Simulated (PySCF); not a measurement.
Isomers of C9H11N, from PBE0-D3(BJ)/def2-SVP geometry optimisation, gas phase in PySCF 2.14.0. One conformer each, no zero-point energy, no frequencies.

Question: Which isomer lies lowest at this level?
A. `[CH2:1]=[C:2]([CH3:3])[c:4]1[cH:5][cH:6][c:7]([NH2:8])[cH:9][cH:10]1` with C1–C2–C4–C5 159°: A = 3562, B = 789.0, C = 655.8 MHz, dipole 2.33 D
B. `[CH2:1]=[CH:2][c:3]1[cH:4][cH:5][cH:6][c:7]([NH:8][CH3:9])[cH:10]1` with C1–C2–C3–C4 0°, C6–C7–N8–C9 -173°: A = 2427, B = 893.1, C = 655.9 MHz, dipole 2.27 D
C. `[N:1]#[C:2][C:3]1=[C:4]=[CH:5][CH2:6][CH2:7][CH2:8][CH2:9][CH2:10]1` with C4–C5–C6–C7 -74°, C5–C6–C7–C8 61°, C6–C7–C8–C9 -79°, C7–C8–C9–C10 114°: A = 2290, B = 957.0, C = 767.4 MHz, dipole 5.20 D
D. `C[C@H]1Cc2cc(N)ccc21`: A = 3360, B = 896.6, C = 745.4 MHz, dipole 1.53 D
E. `[cH:1]1[cH:2][cH:3][c:4]([CH:5]2[CH2:6][CH2:7][CH2:8]2)[n:9][cH:10]1` with C3–C4–C5–C6 -127°, C4–C5–C6–C7 -140°, C5–C6–C7–C8 19°, C6–C7–C8–C5 -19°, C4–C5–C8–C7 140°: A = 3710, B = 825.9, C = 754.4 MHz, dipole 1.75 D
F. `[cH:1]1[cH:2][c:3]([CH:4]2[CH2:5][CH2:6][CH2:7]2)[cH:8][cH:9][n:10]1` with C2–C3–C4–C5 54°, C3–C4–C5–C6 -143°, C4–C5–C6–C7 19°, C5–C6–C7–C4 -19°, C3–C4–C7–C6 143°: A = 3774, B = 785.5, C = 723.4 MHz, dipole 2.75 D

Answer: A. That is `C=C(C)c1ccc(N)cc1`, 7.3 kcal/mol below the next.

| SMILES | mapped SMILES | E (Eh) | relative (kcal/mol) | relative (kJ/mol) | dipole (D) |
| --- | --- | --- | --- | --- | --- |
| C=C(C)c1ccc(N)cc1 | [CH2:1]=[C:2]([CH3:3])[c:4]1[cH:5][cH:6][c:7]([NH2:8])[cH:9][cH:10]1 | -403.57126 | 0.0 | 0.0 | 2.33 |
| C=Cc1cccc(NC)c1 | [CH2:1]=[CH:2][c:3]1[cH:4][cH:5][cH:6][c:7]([NH:8][CH3:9])[cH:10]1 | -403.55962 | 7.3 | 30.6 | 2.27 |
| c1ccc(C2CCC2)nc1 | [cH:1]1[cH:2][cH:3][c:4]([CH:5]2[CH2:6][CH2:7][CH2:8]2)[n:9][cH:10]1 | -403.55957 | 7.3 | 30.7 | 1.75 |
| C[C@H]1Cc2cc(N)ccc21 | [CH3:1][C@H:2]1[CH2:3][c:4]2[cH:5][c:6]([NH2:7])[cH:8][cH:9][c:10]21 | -403.55956 | 7.3 | 30.7 | 1.53 |
| c1cc(C2CCC2)ccn1 | [cH:1]1[cH:2][c:3]([CH:4]2[CH2:5][CH2:6][CH2:7]2)[cH:8][cH:9][n:10]1 | -403.55497 | 10.2 | 42.8 | 2.75 |
| N#CC1=C=CCCCCC1 | [N:1]#[C:2][C:3]1=[C:4]=[CH:5][CH2:6][CH2:7][CH2:8][CH2:9][CH2:10]1 | -403.49680 | 46.7 | 195.5 | 5.20 |

As drawn, the lowest has an aromatic ring and an N–H bond, which the highest lacks; the highest has a C≡N group and cumulated double bonds, which the lowest lacks.
